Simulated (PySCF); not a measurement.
## Successive ionisation energies of iridium

Calculated with PySCF 2.14, two-component X2C-1e (Gaussian nucleus, no Breit or QED terms), each ion in its own even-tempered basis; GMP2 freezes the deep shells of the larger ions and drops the highest virtual spinors; eV.

```csv
ion,configuration,GHF (screened spin-orbit),GMP2 (screened spin-orbit),NIST,kind
Ir(31+),[Kr] 4d10,1329.9,1330.2,1331 ± 4,theoretical
Ir(32+),[Kr] 4d9,1380.4,1380.8,1381 ± 4,theoretical
Ir(33+),[Kr] 4d8,1434.4,1434.7,1436 ± 5,theoretical
Ir(34+),[Kr] 4d7,1492.3,1492.2,1493 ± 5,theoretical
Ir(35+),[Kr] 4d6,1547.6,1547.5,1548 ± 5,theoretical
Ir(36+),[Kr] 4d5,1602.6,1602.4,1603 ± 5,theoretical
Ir(37+),[Kr] 4d4,1684.1,1684.7,1684 ± 4,theoretical
Ir(38+),[Kr] 4d3,1740.3,1740.8,1739 ± 4,theoretical
Ir(39+),[Kr] 4d2,1802.1,1802.1,1801 ± 4,theoretical
Ir(40+),[Kr] 4d1,1859.1,1859.1,1857 ± 4,theoretical
Ir(41+),[Kr],2076.6,2078.0,2083 ± 4,theoretical
Ir(42+),[Ar] 3d10 4s2 4p5,2133.2,2134.6,2139 ± 4,theoretical
```
